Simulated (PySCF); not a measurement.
**Orbital picture of ZrO**

B3LYP at R = 1.721 Å; basis Zr def2-TZVPP with ECP28, O def2-TZVPP; scalar-relativistic core potentials; PySCF 2.14. State: ³Δ (triplet), unpaired electrons σ ↑, δ ↑. Only the outer orbitals are listed, counted within each symmetry, core potentials removing the inner ones.

| spin | orbital | occ. | ε (eV) | on Zr (%) | main shells (%) |
| --- | --- | --- | --- | --- | --- |
| α | 4σ | 1 | -22.49 | 15 | 85 O s, 8 Zr p |
| α | 2π | 1 | -8.50 | 25 | 75 O p, 22 Zr d |
| α | 2π | 1 | -8.50 | 25 | 75 O p, 22 Zr d |
| α | 5σ | 1 | -8.43 | 27 | 69 O p, 23 Zr d |
| α | 6σ | 1 | -4.90 | 99 | 84 Zr s |
| α | 1δ | 1 | -4.59 | 100 | 100 Zr d |
| α | 1δ | 0 | -1.94 | 100 | 100 Zr d |
| α | 3π | 0 | -1.67 | 96 | 65 Zr p, 31 Zr d |
| α | 3π | 0 | -1.67 | 96 | 65 Zr p, 31 Zr d |
| β | 1π | 1 | -33.08 | 100 | 100 Zr p |
| β | 1π | 1 | -33.08 | 100 | 100 Zr p |
| β | 4σ | 1 | -22.57 | 16 | 84 O s, 9 Zr p |
| β | 2π | 1 | -8.54 | 22 | 78 O p, 19 Zr d |
| β | 2π | 1 | -8.54 | 22 | 78 O p, 19 Zr d |
| β | 5σ | 1 | -8.42 | 25 | 72 O p, 20 Zr d |
| β | 6σ | 0 | -2.80 | 100 | 87 Zr s, 9 Zr p |
| β | 1δ | 0 | -1.44 | 100 | 100 Zr d |
| β | 1δ | 0 | -0.99 | 100 | 100 Zr d |

Q: Which are the highest filled and the lowest empty level, where do they sit, and how wide is the gap?

A: Highest filled α 1δ at -4.59 eV (in %: 100 Zr d); lowest empty β 6σ at -2.80 eV (in %: 87 Zr s, 9 Zr p); the gap at B3LYP is 1.79 eV.

| Quantity | Value |
| --- | --- |
| bond order (Mayer) | 2.30 |
| ⟨S²⟩ | 2.005 |
| charge on Zr (Mulliken, basis-dependent) | 0.50 |
| charge on Zr (Löwdin, basis-dependent) | 0.00 |
| dipole moment (positive dipole means Zr(−)O(+)) | -4.06 D |
| polarisability along the bond | 75.7 bohr³ |
| polarisability across the bond | 101.7 bohr³ |

The measured ground state is X ¹Σ+ (Huber and Herzberg, Constants of Diatomic Molecules (1979)), not the state shown. Spin–orbit coupling is left out. With d or f electrons several states lie close, and the lowest PBE0 determinant need not be the measured ground state.
